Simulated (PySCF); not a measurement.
Te(SH)2 (H2S2Te), SMILES S[Te]S. Atoms are numbered in the order given.

```xyz
5

Te     0.0000     0.0000     0.6023
S      1.9103     0.0836    -0.9107
H      2.0367    -1.2542    -1.0877
S     -1.9103    -0.0836    -0.9107
H     -2.0367     1.2542    -1.0877
```

Geometry: B3LYP-D3(BJ)/def2-SVP. The def2 effective core potentials stand for the cores of Te; spin–orbit coupling is left out. The values are those of a single conformer.

Level of theory: TDA-ωB97X/def2-SVPD run with PySCF.

Vertical excitations. Gas-phase values at a fixed geometry. State labels are in the subgroup C2.

Computed UV-visible absorptions:
```tsv
state	symmetry	energy (eV)	λ (nm)	f	main pairs
S1	B	3.48	356	0.002	HOMO→LUMO 97 %
S2	A	3.53	351	0.001	HOMO→LUMO+1 96 %
S3	B	4.36	285	0.007	HOMO−1→LUMO 67 %, HOMO−2→LUMO+1 26 %
S4	A	4.50	275	0.016	HOMO−2→LUMO 57 %, HOMO−1→LUMO+1 33 %
S5	A	5.14	241	0.006	HOMO−1→LUMO+1 59 %, HOMO−2→LUMO 37 %
S6	B	5.93	209	0.115	HOMO−2→LUMO+1 44 %, HOMO→LUMO+2 25 %, HOMO−1→LUMO 13 %, HOMO−4→LUMO 7 %
S7	B	6.09	204	0.118	HOMO→LUMO+2 66 %, HOMO−2→LUMO+1 15 %
S8	B	6.43	193	0.036	HOMO−1→LUMO+2 62 %
S9	A	6.51	190	0.017	HOMO−2→LUMO+2 52 %, HOMO−1→LUMO+4 15 %, HOMO−1→LUMO+8 11 %
S10	B	6.82	182	0.077	HOMO−3→LUMO+1 82 %
T1	B	2.71	458	0	HOMO→LUMO 96 %
T2	A	2.96	420	0	HOMO→LUMO+1 94 %
T3	B	3.74	332	0	HOMO−1→LUMO 77 %, HOMO−2→LUMO+1 16 %
T4	A	3.88	319	0	HOMO−2→LUMO 71 %, HOMO−1→LUMO+1 21 %
```
Triplets are in the Tamm–Dancoff approximation.
